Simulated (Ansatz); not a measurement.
H₆GeSi, triplet, at the geometry of the source list (a higher spin typed on purpose: for a closed-shell molecule this is an excited state); CASSCF(4,5)/STO-3G in Ansatz (a first-principles code).

Input for Ansatz:
Ansatz 0.2 input:
```yaml
crystal:
  periodic: [false, false, false]
  atoms:
    - {symbol: Si, position_ang: [-1.20920000, 0.12370000, 0.01790000]}
    - {symbol: Ge, position_ang: [1.10930000, -0.11160000, -0.01550000]}
    - {symbol: H, position_ang: [-1.79110000, -0.70670000, 1.07280000]}
    - {symbol: H, position_ang: [-1.57980000, 1.51780000, 0.26520000]}
    - {symbol: H, position_ang: [-1.78100000, -0.28920000, -1.26450000]}
    - {symbol: H, position_ang: [1.61290000, -1.42810000, -0.52970000]}
    - {symbol: H, position_ang: [1.84820000, 0.88280000, -0.86240000]}
    - {symbol: H, position_ang: [1.79070000, 0.01130000, 1.31620000]}
basis:
  gaussian:
    orbitals: STO-3G
hamiltonian:
  xc: hf
correlation: {active_space: {window: {electrons: 4, orbitals: 5}}}
magnetization: {spin_polarized: false, initial_magnetization: 2}
```

Write the output that Ansatz gives for this input, abridged.


```
Functional definition: HF
358 factors; integrals over basis functions are off by at most 3.4e-5 eV
mean field evaluation 1: about -63686.6780 eV, gradient 9.4e0 eV
mean field evaluation 2: about -63686.6995 eV, gradient 9.4e0 eV
mean field evaluation 4: about -63688.0430 eV, gradient 6.6e-1 eV
mean field evaluation 8: about -63688.0469 eV, gradient 3.0e-6 eV
mean field -63688.04692030 eV, -2340.4925550123 hartree, gradient 2.7e-6 eV, S^2 2.000000; 0 other end points of the search recorded, 0 dependent functions left out
reference -63688.04692030 eV, -2340.4925550123 hartree; 27, 25 occupied and 6, 8 virtual orbitals, 358 factors
state -63688.52060234 eV, -2340.5099625061 hartree
2 active orbitals were swapped for others, from the solution at -63688.49219859 eV, -2340.5089186876 hartree to that at -63688.50138121 eV, -2340.5092561427 hartree; typed "places" are swapped only where nearly empty or full, and so, without "given_window_search", are "orbital_numbers", "shells" and a window whose orbitals a file names under [Active]
1 active orbitals were swapped for others, from the solution at -63688.50138121 eV, -2340.5092561427 hartree to that at -63688.52032745 eV, -2340.5099524042 hartree; typed "places" are swapped only where nearly empty or full, and so, without "given_window_search", are "orbital_numbers", "shells" and a window whose orbitals a file names under [Active]
2 active orbitals were swapped for others, from the solution at -63688.52032745 eV, -2340.5099524042 hartree to that at -63688.52060234 eV, -2340.5099625061 hartree; typed "places" are swapped only where nearly empty or full, and so, without "given_window_search", are "orbital_numbers", "shells" and a window whose orbitals a file names under [Active]
Total energy: -63688.52060234 eV, -2340.5099625061 hartree
```
